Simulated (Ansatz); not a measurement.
Total energies of the cluster Cs₃H₃ from Ansatz at CCSD(T)/def2-TZVPP, gas phase (1 Eh = 27.2114 eV = 2625.5 kJ/mol). The reference geometry is relaxed at PBE-D4/def2-TZVP.

```xyz
6

Cs    1.232    2.175    1.509
Cs   -2.799    0.188   -0.812
Cs    1.566   -2.363   -0.698
H    -1.329    1.992    0.603
H    -1.046   -1.844   -1.267
H     2.375   -0.148    0.664
```

| state | geometry | energy (Eh) |
| --- | --- | --- |
| charge 0 singlet | reference | -61.81799 |
| charge 1 doublet | reference | -61.60337 |
| charge 0 triplet | relaxed at PBE-D4/def2-TZVP | -61.70081 |
| charge 0 quintet | relaxed at PBE-D4/def2-TZVP | -61.61068 |
| free Cs atom (doublet) | – | -20.01271 |
| free H atom (doublet) | – | -0.49981 |

In the def2 sets Cs takes a core potential; there is no spin–orbit coupling. Correlated methods freeze no core orbitals; core or outer-core shells of Cs are correlated, in sets that lack core-valence functions.

**Question.** Work out the vertical ionisation energy to the doublet.

**Answer.** E(charge 1 doublet) − E(charge 0 singlet) = -61.60337 − (-61.81799) = 0.21462 Eh = 5.84 eV.

**Question.** Which of the charge 0 states is lowest, and how far above it are the others?

**Answer.** The singlet. triplet: -61.70081 − (-61.81799) = 0.11718 Eh = 307.7 kJ/mol; quintet: -61.61068 − (-61.81799) = 0.20731 Eh = 544.3 kJ/mol. The quintet has fallen apart, so its energy is that of loose fragments and no spin gap. The quintet differs in its bonds from the reference.

**Question.** What is the binding energy per atom against free atoms?

**Answer.** Atoms: 3 × (-20.01271) + 3 × (-0.49981) = -61.53756 Eh. Binding: -61.53756 − (-61.81799) = 0.28043 Eh = 7.63 eV, or 1.27 eV for each of 6 atoms (no zero-point energy, no counterpoise term).

The structure comes from a short search, and lower isomers may exist.
